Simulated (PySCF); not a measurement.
C2H12NPSi2.
Z-matrix (Å and degrees, GFN2-xTB geometry), rows numbered from 1:
```
Si
N   1  1.7209
C   2  1.4404  1  123.09
C   3  1.5321  2  114.31  1    75.08
Si  4  1.9064  3  113.98  2    56.89
P   5  2.2424  4  109.00  3   -91.22
H   1  1.4630  2  105.07  3    53.74
H   1  1.4728  2  116.07  3   -66.64
H   1  1.4613  2  103.71  3   173.02
H   2  1.0097  1  116.90  3   144.75
H   3  1.0962  2  108.85  1  -162.61
H   3  1.0937  2  107.26  1   -46.16
H   4  1.0900  3  108.25  2   178.92
H   4  1.0917  3  108.52  2   -65.20
H   5  1.4724  4  109.88  3    34.31
H   5  1.4682  4  109.76  3   152.55
H   6  1.3840  5   94.68  4  -179.25
H   6  1.3842  5   96.78  4    87.70
```

Level of theory: TDDFT CAM-B3LYP/def2-SVPD, vertical, gas phase, core orbitals frozen in the response (PySCF 2.14.0, density-fitted response routines).

| state | λ (nm) | E (eV) | f | main configurations (H = HOMO, L = LUMO) |
| --- | --- | --- | --- | --- |
| S1 | 206.2 | 6.01 | 0.0081 | H→L (71%), H→L+4 (10%) |
| S2 | 193.0 | 6.42 | 0.020 | H-1→L+1 (39%), H-1→L+2 (21%), H→L+1 (12%) |
| S3 | 183.9 | 6.74 | 0.016 | H-1→L (34%), H→L+1 (20%), H→L+3 (12%) |
| S4 | 182.1 | 6.81 | 0.026 | H→L+1 (48%), H-1→L (22%), H-1→L+1 (10%) |
| S5 | 179.7 | 6.90 | 0.025 | H→L+2 (47%) |
| S6 | 176.6 | 7.02 | 0.116 | H-1→L+1 (22%), H-1→L+2 (20%), H→L+4 (13%) |
| S7 | 172.4 | 7.19 | 0.099 | H→L+4 (52%), H-1→L+2 (12%) |
| S8 | 170.8 | 7.26 | 0.014 | H→L+5 (35%), H→L+3 (14%), H→L+2 (8%) |

Triplets (Tamm–Dancoff): T1 5.66 eV, H-1→L+2 (41%), H→L (13%), H-1→L (12%); T2 5.73 eV, H→L (43%), H-1→L+1 (14%), H-1→L+3 (9%); T3 5.78 eV, H-1→L (27%), H-1→L+1 (13%), H→L (9%).

The lowest singlet comes at 206 nm (580 kJ/mol) in the ultraviolet; it is weak; its leading configuration is HOMO→LUMO (71%). The most intense listed level is S6 at 7.02 eV (177 nm, f = 0.116), 1.01 eV above S1. Löwdin shares by element: HOMO nitrogen 52%, carbon 16%, silicon 10% or more (atoms not listed hold the other 23%); LUMO silicon 33%, phosphorus 12%, hydrogen 6% or more (atoms not listed hold the other 50%). Weighted by f, the mean energy of these states is 6.98 eV. The listed states span 1.24 eV, and the widest gap between neighbours is 0.41 eV (S1 to S2). Orbital energies (eV): HOMO-3 -10.57, HOMO-2 -9.92, HOMO-1 -8.76, HOMO -8.26, LUMO 0.88, LUMO+1 1.14, LUMO+2 1.43. Only the lowest 8 singlets were computed, as vertical energies without vibronic structure.

One conformer stands for the species.
